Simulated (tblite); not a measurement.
C3H15NSi3.
Bonds: C1–N2, N2–C3, N2–Si4, Si4–C5, Si4–Si6, Si4–Si7. Hydrogens: H8, H9, H10 on C1; H11, H12, H13 on C3; H14, H15, H16 on C5; H17, H18, H19 on Si6; H20, H21, H22 on Si7.

Structure optimised with GFN2-xTB, isolated species.

(1) Give the optimised bond lengths and angles.

## Answers

(1) 
```csv
bond,length (bohr)
"C1–N2, N2–C3",2.723
N2–Si4,3.296
Si4–C5,3.619
Si4–Si6,4.437
Si4–Si7,4.403
C1–H8 and 3 like bonds,2.060
"C1–H10, C3–H11",2.075
"C5–H14, C5–H15, C5–H16",2.053
Si6–H17 and 5 like bonds,2.775
```

Bonds in one row agree within 0.02 bohr and their mean is given. A selection of angles:
```csv
angle,degrees
N2–C1–H8,109.9
N2–C1–H10,112.0
H8–C1–H9,108.6
H8–C1–H10,108.4
C1–N2–C3,111.5
C1–N2–Si4,119.3
C3–N2–Si4,122.0
N2–Si4–C5,105.2
N2–Si4–Si6,113.5
N2–Si4–Si7,105.4
C5–Si4–Si6,107.6
Si6–Si4–Si7,116.6
Si4–C5–H14,109.5
Si4–C5–H15,111.9
Si4–C5–H16,112.8
H14–C5–H15,107.5
Si4–Si6–H17,115.3
Si4–Si6–H18,112.2
H17–Si6–H18,105.6
Si4–Si7–H20,110.4
Si4–Si7–H22,117.0
```

Torsions: C1–N2–Si4–C5 -169° (antiperiplanar). The mirror-image conformer, all signs reversed, is as good.

Of the pairs four or more bonds apart, Si7···H8 is among the closest relative to their van der Waals radii: 2.90 Å, 88 % of the sum of Bondi's values. Si6 (SiH3 silicon) is distorted tetrahedral (angles from 104.8° to 115.3°). N2 (silicon-bound nitrogen) has angles 122.0°, 119.3° and 111.5°, sum 352.8°, 0.24 Å off the plane of its three neighbours. Si4 (four-coordinate silicon) is distorted tetrahedral (angles from 105.2° to 116.6°).

Point group: C1 (no symmetry element, even within 0.4 Å). Its lowest GFN2-xTB frequency is 6i cm⁻¹, too small to tell a flat minimum from a shallow saddle. One conformer, not necessarily the lowest.

The numbers are calculated, not measured.
